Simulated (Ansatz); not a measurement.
Cost and result for the atomization energy of `O[Si](F)(O[SiH3])O[SiH3]` (14 atoms, 13 bonds).

Z-matrix (Å, degrees):
```
Si
F 1 1.585
O 1 1.605 2 109.1
O 1 1.608 2 107.0 3 -120.2
O 1 1.620 2 109.7 3 118.1
Si 3 1.642 1 146.3 2 99.9
Si 4 1.640 1 147.1 2 101.3
H 5 0.957 1 119.3 2 60.7
H 6 1.484 3 110.2 1 -48.3
H 6 1.482 3 107.5 1 -168.1
H 6 1.483 3 109.8 1 72.5
H 7 1.485 4 110.0 1 43.5
H 7 1.484 4 109.9 1 -77.2
H 7 1.482 4 107.7 1 163.2
```

Total charge 0; spin multiplicity 1. Geometry: relaxed with PBE0-D4/def2-TZVP. It is one conformer, not always the lowest. Program: Ansatz. All runs use 2 threads of an AMD EPYC 7R13 on a shared host and a share of an NVIDIA H100 80 GB. Times are those of one run each, without the atoms' runs, and a repeat can differ threefold. Electronic energies, without spin–orbit coupling; frozen cores. CCSD(T)/CBS adds CCSD(T) − MP2 in def2-TZVPP to the MP2 limit, and its time is that of the two runs behind it. T1 = 0.011. B3LYP takes the VWN-RPA correlation (the form of Gaussian; ORCA's B3LYP/G).

CCSD(T)/CBS is a level of theory with its own doubt, some kJ/mol a heavy atom from the limit and from the frozen cores, so smaller differences don't rank the functionals.

| level | functions | wall time | atomization (kJ/mol) | difference from CCSD(T)/CBS | per bond |
| --- | --- | --- | --- | --- | --- |
| PBE0-D4/def2-TZVPP | 348 | 4.4 s | 5277.0 | -142.3 | -11.0 |
| PBE-D4/def2-TZVPP (with forces) | 348 | 4.7 s | 5351.1 | -68.2 | -5.2 |
| r2SCAN-D4/def2-TZVPP (with forces) | 348 | 4.9 s | 5377.7 | -41.6 | -3.2 |
| B3LYP-D4/def2-TZVPP (with forces) | 348 | 6.5 s | 5351.5 | -67.8 | -5.2 |
| ωB97X-V/def2-TZVPP | 348 | 8.5 s | 5403.5 | -15.8 | -1.2 |
| B2PLYP/def2-TZVPP | 348 | 9 s | 5317.6 | -101.7 | -7.8 |
| MP2/def2-QZVPP | 648 | 9 s | 5475.0 | 55.7 | 4.3 |
| ωB97M-V/def2-TZVPP (with forces) | 348 | 11 s | 5392.4 | -26.9 | -2.1 |
| CCSD(T)/def2-TZVPP | 348 | 30 s | 5254.8 | -164.5 | -12.7 |
| CCSD(T)/CBS(def2) | – | 39 s | 5419.3 | 0.0 | 0.0 |

From PBE to PBE0 (25 % exact exchange), in def2-TZVPP and without D4, the atomization energy moves by −69.2 kJ/mol: exact exchange takes away binding that semilocal exchange gives to molecules. In def2-TZVPP, CCSD(T) changes the Hartree–Fock value by +1240.8 kJ/mol (the triples alone add +64.1 kJ/mol) and MP2 by +1359.6 kJ/mol; breaking electron pairs costs correlation energy, which Hartree–Fock lacks. The D4 term adds +58.0 kJ/mol with B3LYP and +31.1 kJ/mol with PBE0; it sums over pairs of atoms, weighted by their polarisabilities, and B3LYP, whose exchange is more repulsive, gets the larger term.
